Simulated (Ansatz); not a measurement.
Molecule: sum formula TaOCl$_{2}$, charge 1, multiplicity 1. 
Geometry from a B3LYP-D3(BJ)/def2-TZVP (Ansatz, a program for electronic structure) optimisation:
SMILES: [O]=[Ta+]([Cl])[Cl]
```xyz
4

Ta    -0.2628    -0.0417     0.2319
O     -1.1273    -1.2634    -0.5513
Cl    -0.1395     1.6327    -1.2423
Cl     1.7984    -0.8593     0.5061
```
Charge +1, spin multiplicity 1.

Wanted: vertical triplet-singlet gap (E(triplet) - E(singlet); each state is the SCF solution reached for its spin; for the triplet T1 is 0.055), in kcal/mol. Correlated levels leave the core frozen unless marked. UHF or UKS for open shells. No spin-orbit coupling. The frozen core is the preceding noble-gas configuration, with the filled d and f shells of earlier blocks. In def2 rows, elements after Kr have scalar-relativistic effective core potentials. CBS(X,Y): correlation extrapolated as X^-3; Hartree-Fock from the larger set. The bracket is a focal-point correction in the basis named.

| level | program | vertical triplet-singlet gap (kcal/mol) |
|---|---|---|
| PBE0/def2-TZVPD | Ansatz | [?] |
| BHLYP/def2-TZVPD | Ansatz | 69.3 |
| CAM-B3LYP/def2-TZVPD | Ansatz | 75.0 |
| wB97M-V/def2-TZVPD | Ansatz | 79.0 |
| CCSD/def2-SVPD | Ansatz | [?] |
| CCSD/def2-TZVPPD | Ansatz | 81.8 |
| RI-MP2/CBS(def2-TZVPPD,def2-QZVPPD)+[CCSD(T)-MP2]/def2-TZVPPD | Ansatz | [?] |

Task: Complete the blanks.

Result: 
- PBE0/def2-TZVPD, vertical triplet-singlet gap (kcal/mol): 73.2
- CCSD/def2-SVPD, vertical triplet-singlet gap (kcal/mol): 82.5
- RI-MP2/CBS(def2-TZVPPD,def2-QZVPPD)+[CCSD(T)-MP2]/def2-TZVPPD, vertical triplet-singlet gap (kcal/mol): 87.5
